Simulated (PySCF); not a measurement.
## Excitation energy of Sb by level of theory

Sb [Kr] 4d10 5s2 5p3 (4S) → Sb [Kr] 4d10 5s2 5p2 6s1 (4P), as a difference of total energies. Calculation: PySCF 2.14, in aug-cc-pVQZ-PP with ECP28MDF (7s7p5d3f2g, 92 functions); a scalar-relativistic core potential. Correlated levels: valence: 4s2 4p6 4d10 frozen. The calculations carry no spin-orbit coupling.

| method | excitation energy (eV) | error (eV) |
| --- | --- | --- |
| UHF | 5.634 | -0.155 |
| MP2 (valence) | 5.838 | +0.049 |
| SCS-MP2 (valence) | 5.794 | +0.005 |
| CCSD (valence) | 5.790 | +0.001 |
| CCSD(T) (valence) | 5.800 | +0.011 |

Reference: 5.789 eV (measured; NIST levels, between the centres of gravity of the two terms).

Errors of the correlated levels include the incompleteness of this basis and the frozen core.
